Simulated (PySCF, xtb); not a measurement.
SnI, SMILES [I][Sn+] (connectivity only; charge and spin as stated), charge +1, multiplicity 1.

GFN2-xTB (xtb) at its own geometry gives an orbital gap of 4.74 eV.

The structure is a stationary point at B3LYP-D3(BJ)/def2-TZVP. The multiplicity is an assumed one; other spin states were not compared. The def2 effective core potentials stand for the cores of I, Sn; spin–orbit coupling is left out.

What does PBE0/def2-TZVPD (PySCF) give? (Estimate from the structure and the level; the computed values follow.)

gap 4.69 eV (levels -13.37 and -8.68 eV).
